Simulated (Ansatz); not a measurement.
Born–Oppenheimer molecular dynamics of AlH6NO2 (10 atoms, charge 0, multiplicity 1). It starts at the highest image of a converged band. Of that band: Neighbouring images differ by up to 1.4 eV, so the band resolves the path poorly. A vibrational analysis at the climbing image gives one clearly imaginary mode, 1694i cm⁻¹: a first-order saddle point.

These are results of RHF/def2-SVP in Ansatz, not measurements.

| Property | Result |
| --- | --- |
| ensemble | NVE (velocity Verlet) |
| time step | 0.5 fs |
| steps asked | 200 |
| starting velocities drawn for | 100 K |
| seed | 10741 |

Frames 0.5 fs apart, positions in Å, forces in eV/Å.

Velocities at 90.0 fs (Å/ps):

```
Al 1.62 2.09 6.38
H -13.18 -58.01 34.73
O 4.79 -1.26 -3.69
H 4.70 -2.17 7.43
O -2.32 1.65 -2.80
H -31.65 11.59 3.71
N -3.65 4.01 -8.05
H 14.01 17.85 -32.69
H 6.18 -0.90 -23.26
H -11.97 -85.99 54.27
```

```xyz
10
Properties=species:S:1:pos:R:3:forces:R:3 time_fs=90.0 energy_less_start_eV=-1.049 T=1115
Al 0.085 0.651 -0.216 -0.02 0.65 0.60
H -1.135 -4.942 4.875 0.07 -0.15 0.39
O 1.438 -0.323 -0.344 0.66 -0.15 0.03
H 1.511 -1.260 -0.354 0.05 0.05 -0.05
O -1.394 -0.049 -0.510 -0.79 0.03 -0.20
H -1.625 -0.892 -0.842 -0.13 -0.25 -0.13
N 0.136 2.306 0.413 0.09 -1.18 -0.56
H 0.924 2.678 0.868 0.84 0.40 0.38
H -0.549 3.008 0.312 -0.69 0.44 -0.07
H -1.010 -5.221 5.569 -0.07 0.15 -0.39
10
Properties=species:S:1:pos:R:3:forces:R:3 time_fs=90.5 energy_less_start_eV=-1.048 T=1114
Al 0.086 0.652 -0.213 -0.07 0.49 0.52
H -1.142 -4.972 4.893 0.14 -0.33 0.81
O 1.440 -0.324 -0.346 0.60 -0.10 0.05
H 1.513 -1.261 -0.350 0.04 0.07 -0.05
O -1.395 -0.049 -0.512 -0.67 0.17 -0.13
H -1.641 -0.886 -0.841 -0.14 -0.33 -0.16
N 0.134 2.308 0.409 0.47 -1.18 -0.38
H 0.932 2.687 0.853 0.59 0.29 0.24
H -0.547 3.008 0.300 -0.82 0.58 -0.09
H -1.016 -5.264 5.596 -0.14 0.33 -0.81
10
Properties=species:S:1:pos:R:3:forces:R:3 time_fs=91.0 energy_less_start_eV=-1.048 T=1114
Al 0.087 0.653 -0.210 -0.11 0.32 0.43
H -1.148 -5.002 4.913 0.19 -0.46 1.07
O 1.443 -0.324 -0.348 0.53 -0.05 0.07
H 1.516 -1.262 -0.346 0.03 0.08 -0.05
O -1.397 -0.048 -0.513 -0.57 0.24 -0.09
H -1.657 -0.881 -0.839 -0.13 -0.34 -0.16
N 0.132 2.310 0.405 0.83 -1.02 -0.18
H 0.942 2.697 0.837 0.27 0.15 0.07
H -0.546 3.010 0.288 -0.84 0.62 -0.09
H -1.022 -5.306 5.620 -0.19 0.46 -1.07
10
Properties=species:S:1:pos:R:3:forces:R:3 time_fs=91.5 energy_less_start_eV=-1.051 T=1117
Al 0.088 0.654 -0.206 -0.16 0.14 0.34
H -1.153 -5.033 4.935 0.20 -0.52 1.17
O 1.445 -0.325 -0.349 0.46 0.01 0.09
H 1.518 -1.262 -0.343 0.02 0.08 -0.05
O -1.398 -0.047 -0.515 -0.50 0.25 -0.07
H -1.674 -0.878 -0.838 -0.10 -0.28 -0.14
N 0.131 2.311 0.401 1.10 -0.73 0.01
H 0.952 2.708 0.822 -0.09 -0.01 -0.11
H -0.548 3.012 0.276 -0.75 0.54 -0.08
H -1.029 -5.347 5.642 -0.20 0.52 -1.17
10
Properties=species:S:1:pos:R:3:forces:R:3 time_fs=92.0 energy_less_start_eV=-1.058 T=1124
Al 0.088 0.655 -0.203 -0.20 -0.03 0.25
H -1.159 -5.065 4.960 0.19 -0.50 1.09
O 1.448 -0.325 -0.351 0.39 0.09 0.12
H 1.521 -1.263 -0.340 0.02 0.07 -0.05
O -1.400 -0.046 -0.516 -0.45 0.19 -0.08
H -1.691 -0.874 -0.838 -0.04 -0.16 -0.09
N 0.129 2.313 0.396 1.27 -0.35 0.15
H 0.962 2.718 0.807 -0.42 -0.17 -0.26
H -0.552 3.017 0.264 -0.57 0.37 -0.04
H -1.037 -5.386 5.662 -0.19 0.50 -1.09
10
Properties=species:S:1:pos:R:3:forces:R:3 time_fs=92.5 energy_less_start_eV=-1.068 T=1133
Al 0.089 0.657 -0.200 -0.24 -0.21 0.16
H -1.163 -5.099 4.988 0.15 -0.40 0.85
O 1.451 -0.326 -0.353 0.32 0.17 0.14
H 1.524 -1.263 -0.337 0.01 0.05 -0.05
O -1.401 -0.045 -0.517 -0.41 0.09 -0.10
H -1.708 -0.871 -0.837 0.04 0.00 -0.03
N 0.128 2.314 0.392 1.31 0.07 0.24
H 0.971 2.728 0.791 -0.70 -0.29 -0.37
H -0.556 3.022 0.252 -0.33 0.13 0.01
H -1.044 -5.425 5.679 -0.15 0.40 -0.85
10
Properties=species:S:1:pos:R:3:forces:R:3 time_fs=93.0 energy_less_start_eV=-1.073 T=1138
Al 0.090 0.658 -0.196 -0.27 -0.39 0.06
H -1.168 -5.133 5.018 0.08 -0.22 0.46
O 1.454 -0.327 -0.355 0.24 0.26 0.16
H 1.526 -1.264 -0.334 0.01 0.02 -0.05
O -1.403 -0.044 -0.519 -0.39 -0.01 -0.12
H -1.724 -0.869 -0.837 0.12 0.16 0.03
N 0.127 2.316 0.388 1.25 0.48 0.28
H 0.978 2.738 0.774 -0.90 -0.38 -0.43
H -0.562 3.027 0.239 -0.06 -0.14 0.07
H -1.053 -5.462 5.693 -0.08 0.22 -0.46
10
Properties=species:S:1:pos:R:3:forces:R:3 time_fs=93.5 energy_less_start_eV=-1.071 T=1135
Al 0.091 0.659 -0.193 -0.31 -0.56 -0.03
H -1.172 -5.168 5.048 -0.01 0.02 -0.04
O 1.456 -0.327 -0.357 0.17 0.35 0.18
H 1.529 -1.264 -0.331 0.00 0.00 -0.05
O -1.405 -0.043 -0.520 -0.36 -0.10 -0.14
H -1.741 -0.865 -0.837 0.21 0.31 0.09
N 0.126 2.317 0.384 1.11 0.83 0.26
H 0.983 2.746 0.756 -1.00 -0.43 -0.45
H -0.568 3.032 0.227 0.19 -0.39 0.13
H -1.061 -5.499 5.707 0.01 -0.02 0.04
10
Properties=species:S:1:pos:R:3:forces:R:3 time_fs=94.0 energy_less_start_eV=-1.060 T=1125
Al 0.091 0.660 -0.190 -0.35 -0.72 -0.12
H -1.177 -5.203 5.079 -0.10 0.30 -0.57
O 1.459 -0.328 -0.358 0.10 0.43 0.20
H 1.532 -1.264 -0.328 0.00 -0.02 -0.05
O -1.406 -0.042 -0.522 -0.32 -0.15 -0.14
H -1.757 -0.861 -0.836 0.27 0.41 0.13
N 0.126 2.318 0.380 0.91 1.09 0.20
H 0.985 2.753 0.737 -1.00 -0.42 -0.42
H -0.573 3.036 0.215 0.40 -0.60 0.19
H -1.069 -5.537 5.721 0.10 -0.30 0.57
10
Properties=species:S:1:pos:R:3:forces:R:3 time_fs=94.5 energy_less_start_eV=-1.045 T=1111
Al 0.092 0.661 -0.186 -0.39 -0.88 -0.20
H -1.181 -5.237 5.108 -0.17 0.54 -1.01
O 1.462 -0.328 -0.360 0.03 0.49 0.22
H 1.535 -1.264 -0.325 -0.01 -0.03 -0.05
O -1.408 -0.041 -0.524 -0.26 -0.14 -0.12
H -1.772 -0.856 -0.835 0.32 0.46 0.15
N 0.125 2.320 0.376 0.67 1.22 0.11
H 0.986 2.760 0.717 -0.90 -0.37 -0.35
H -0.578 3.039 0.203 0.55 -0.75 0.23
H -1.077 -5.574 5.736 0.17 -0.54 1.01
10
Properties=species:S:1:pos:R:3:forces:R:3 time_fs=95.0 energy_less_start_eV=-1.037 T=1103
Al 0.093 0.662 -0.183 -0.43 -1.02 -0.28
H -1.186 -5.270 5.135 -0.20 0.69 -1.23
O 1.465 -0.329 -0.362 -0.04 0.55 0.25
H 1.537 -1.264 -0.323 -0.01 -0.04 -0.05
O -1.410 -0.040 -0.525 -0.17 -0.07 -0.07
H -1.787 -0.850 -0.834 0.33 0.44 0.15
N 0.125 2.322 0.372 0.41 1.23 0.00
H 0.984 2.765 0.696 -0.70 -0.27 -0.25
H -0.581 3.040 0.193 0.62 -0.83 0.26
H -1.085 -5.613 5.753 0.20 -0.69 1.24
10
Properties=species:S:1:pos:R:3:forces:R:3 time_fs=95.5 energy_less_start_eV=-1.039 T=1106
Al 0.093 0.663 -0.180 -0.47 -1.15 -0.36
H -1.191 -5.302 5.159 -0.19 0.67 -1.17
O 1.468 -0.329 -0.363 -0.10 0.59 0.27
H 1.540 -1.265 -0.320 -0.02 -0.03 -0.05
O -1.412 -0.039 -0.527 -0.05 0.05 0.00
H -1.801 -0.843 -0.832 0.32 0.36 0.12
N 0.125 2.324 0.368 0.14 1.11 -0.11
H 0.980 2.770 0.674 -0.42 -0.13 -0.13
H -0.582 3.039 0.182 0.60 -0.82 0.27
H -1.092 -5.654 5.774 0.19 -0.67 1.17
```

Of the whole run (100 fs, mean temperature of the second half 1020 K): The conserved energy stayed within 0.12 meV per atom of its start (net change 0.0047 meV per atom), so the integration is sound. The kinetic energy rose, since the run started high on the potential surface and went downhill. It ends in pieces (AlH4NO2 + H2), so much of that is their flight and rotation, not heat. A run of 0.1 ps of so small a system gives no equilibrium averages. The orbitals stay closed-shell, which can raise the energy where a bond breaks towards radicals; this wasn't checked here.

Time of the run: 3.8 min on 1 thread of Arm Neoverse V2, on a shared host, peak memory 0.15 GiB.
